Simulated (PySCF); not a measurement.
C₄H₈OPSi (doublet state).
Z-matrix (Å and degrees, GFN2-xTB geometry), rows numbered from 1:
```
C 
C   1  1.2812
O   2  1.3892  1  127.60
Si  3  1.6657  2   96.89  1  -175.39
P   4  2.2314  3  110.83  2  -118.84
C   2  1.5469  1  130.41  3  -179.53
C   6  1.5121  2  114.89  1    55.71
H   1  1.0599  2  139.07  3   179.99
H   4  1.4667  3  109.32  2   107.38
H   5  1.3838  4   93.86  3   -78.01
H   5  1.3840  4   94.19  3  -171.05
H   6  1.0914  2  109.74  1   -69.47
H   7  1.0875  6  110.73  2    52.19
H   7  1.0887  6  110.10  2   172.20
H   7  1.0888  6  110.79  2   -68.01
```

The hyperfine couplings belong to this conformer and change with its torsions.

The species is `[H]/[C]=C1/O[Si@@H](P)[C@@H]1C` [radical].

Theory: PySCF, UKS B3LYP, pcH-1 on C H O P Si, non-relativistic, mean-field spin-orbit, GIAO. Geometry: GFN2-xTB, one conformer, isolated molecule. The geometry wasn't refined by DFT: couplings that depend on bond lengths, twists or pyramidal angles can differ widely from those at the functional's own minimum. No stability test was run, so a lower SCF solution isn't excluded.

Q: The isotropic 13C couplings are +270.3, +49.9, -44.1, -4.4 MHz. Assign them to C1; C2; C6; C7.

A: 
```tsv
site	a_iso (MHz)	ρ(0) (bohr⁻³)	position	distance from C1 (Å)	spin population	largest |T| (MHz)
C1	+270.3	+0.2405	largest spin population	0.00	+1.02	140.0
C2	-44.1	-0.0392	1 bond from C1	1.28	-0.13	22.2
C6	+49.9	+0.0444	2 bonds from C1	2.57	+0.08	16.5
C7	-4.4	-0.0039	3 bonds from C1	3.23	-0.01	0.9
```

ρ(0) is the spin density at the nucleus and T the dipolar tensor; a_iso includes a spin–orbit part; entries for several nuclei are means. The Mulliken spin populations are largest on C1 (+1.02), C2 (-0.13) and C6 (+0.08). C1 is the only atom above +0.15. The positive populations add up to 1.15 and the negative ones to -0.15, together 2S = 1.

The spin density at the nucleus, in bohr⁻³, is negative for C2 (-0.0392), C7 (-0.0039) and H12 (-0.0024), for instance. A restricted open-shell determinant has no negative spin density anywhere; here it arises because α and β orbitals differ (spin polarisation).

Class means assume fast exchange of nuclei equivalent by connectivity; if that motion is slow, each nucleus keeps its own coupling.
